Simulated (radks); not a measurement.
Si4+, 10 electrons, occupied as [Ne] (the NIST ground configuration). Calculated with a radial shooting solver on a logarithmic mesh with Libxc functionals: scalar-relativistic Kohn-Sham, PBE, spin-polarised, spherical densities, finite nucleus; Fermi nuclear charge, rms radius 3.1224 fm.

Unscreened Slater integrals over Kohn-Sham orbitals (cm^-1). They are taken over the spin-up orbitals.

integral,value
"F0(2p,2p)",379870
"F2(2p,2p)",174560
"F0(2p,2s)",363470
"G1(2p,2s)",216980
"F0(2p,1s)",534980
"G1(2p,1s)",72707
"F0(2s,2s)",352820
"F0(2s,1s)",498900
"G0(2s,1s)",40179
"F0(1s,1s)",1857000
